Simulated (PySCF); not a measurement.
## W²⁺: excitation energy

W²⁺ [Xe] 4f14 5d4 (5D) → W²⁺ [Xe] 4f14 5d3 6s1 (5F), as a difference of total energies. All numbers are calculated (PySCF 2.14, scalar relativity through the core potential, in aug-cc-pVDZ-PP with ECP60MDF (5s5p4d2f, 54 functions)). Correlated levels: valence: 5s2 5p6 frozen. The calculations carry no spin-orbit coupling.

| method | excitation energy (cm⁻¹) |
| --- | --- |
| UHF | 11044 |
| MP2 (valence) | 11652 |
| SCS-MP2 (valence) | 11247 |
| CCSD (valence) | 11612 |
| CCSD(T) (valence) | 11614 |
